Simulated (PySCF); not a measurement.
Match each property card to its molecule.

Structures:
1. `[H]/[C]=C\C(=S)C=C` (C5H5S) [radical]
2. `C[C@@H](C#N)S(C)(=O)=O` (C4H7NO2S)
3. `BCBF` (CH5B2F)
4. `CC/C=P\n1cccc1` (C7H10NP)
5. `CC(C)(C)PP` (C4H12P2)

Card P (geometry PBE0-D3(BJ)/def2-SVP):
* Rotational constants A, B, C: 20.981, 4.243, 4.170 GHz
* Point group: C1
* Dipole moment (PBE0-D3(BJ)/def2-SVP): 1.12 D

Card Q (geometry GFN2-xTB):
- Rotational constants A, B, C: 3.812, 2.708, 1.583 GHz
- Point group: Cs
- Largest isotropic hyperfine couplings (means over sets of like nuclei) (unrestricted B3LYP/pcH-1, mean-field spin–orbit): 13C +351.0, 1H +112.4, 13C +80.7, 1H +39.9, 13C -12.1 MHz
- Isotropic g value (unrestricted B3LYP/pcH-1, mean-field spin–orbit): 2.00106

Card R (geometry PBE0-D3(BJ)/def2-SVP):
- Rotational constants A, B, C: 2.505, 0.873, 0.734 GHz
- Static isotropic polarisability (B3LYP/def2-SVPD): 118.7 au
- Dipole moment (B3LYP/def2-SVPD): 1.88 D
- Isotropic shieldings of nuclei other than C and H, by class (GIAO PBE/pcSseg-1): 57 (1 N), 48 (1 P) ppm
- 13C chemical shifts (computed TMS as zero) by class (GIAO PBE/pcSseg-1): 183.6 (1 C), 124.1 (2 C), 115.1 (2 C), 31.8 (1 C), 18.0 (1 C) ppm

Card S (geometry PBE0-D3(BJ)/def2-SVP):
- Rotational constants A, B, C: 3.421, 1.432, 1.323 GHz
- Static isotropic polarisability (CAM-B3LYP/def2-SVPD): 105.0 au
- Vertical ionisation energy (ΔSCF CAM-B3LYP/def2-SVPD): 8.44 eV
- Dipole moment (CAM-B3LYP/def2-SVPD): 0.80 D
- Lowest triplet excitation (Tamm–Dancoff) (TDA CAM-B3LYP/def2-SVPD): 4.45 eV
- HOMO energy (CAM-B3LYP/def2-SVPD): -7.72 eV
- 13C chemical shifts (computed TMS as zero) by class (GIAO PBE/pcSseg-1): 32.8 (1 C), 32.2 (3 C) ppm

Card T (geometry GFN2-xTB):
- Rotational constants A, B, C: 2.514, 1.612, 1.255 GHz
- Static isotropic polarisability (PBE0/def2-SVPD): 77.4 au
- Strongest line among the 6 lowest singlet transitions (TDDFT PBE0/def2-SVPD): S1 at 7.14 eV (174 nm, f = 0.142)
- 13C chemical shifts (computed TMS as zero) by class (GIAO PBE0/pcSseg-1): 121.8 (1 C), 53.2 (1 C), 45.0 (1 C), 10.8 (1 C) ppm
- Lowest triplet excitation (Tamm–Dancoff) (TDA PBE0/def2-SVPD): 5.91 eV
- Lowest singlet excitation (TDDFT PBE0/def2-SVPD): 7.14 eV (174 nm, f = 0.142)

All species are isolated and taken at one optimised geometry, non-relativistic unless stated; the electronic structure was computed with PySCF and density fitting. Hyperfine couplings of like nuclei are means over topologically equivalent atoms, whose single values can differ widely in one geometry; on GFN2-xTB geometries they can lie far from the values at a DFT minimum. NMR classes are plain means over equivalent atoms (diastereotopic ones count apart unless rotation or inversion swaps them), as if these changed places fast.

Task: Which card belongs to which structure?

Result: P = 3, Q = 1, R = 4, S = 5, T = 2. What ties each card to its structure:
- 1 (card Q), C5H5S, monoisotopic mass 97.0 u, 6 heavy atoms: point group Cs; an asymmetric top with C = 1.583 GHz; an open shell with its largest isotropic coupling to 13C.
- 2 (card T), C4H7NO2S, monoisotopic mass 133.0 u, 8 heavy atoms: 4 C in 4 classes; the least shielded carbon (121.8 ppm) is a nitrile carbon; an asymmetric top with C = 1.255 GHz; polarisability 77.4 au for 70 electrons.
- 3 (card P), CH5B2F, monoisotopic mass 58.1 u, 4 heavy atoms: an asymmetric top with C = 4.170 GHz, the highest such constant on the cards; dipole 1.12 D.
- 4 (card R), C7H10NP, monoisotopic mass 139.1 u, 9 heavy atoms: 7 C in 5 classes; the least shielded carbon (183.6 ppm) is a carbon bonded to C, P and H; an asymmetric top with C = 0.734 GHz, the lowest such constant on the cards; polarisability 118.7 au for 74 electrons; dipole 1.88 D.
- 5 (card S), C4H12P2, monoisotopic mass 122.0 u, 6 heavy atoms: 4 C in 2 classes; the least shielded carbon (32.8 ppm) is an sp3 carbon bound to phosphorus; an asymmetric top with C = 1.323 GHz; polarisability 105.0 au for 66 electrons; dipole 0.80 D.
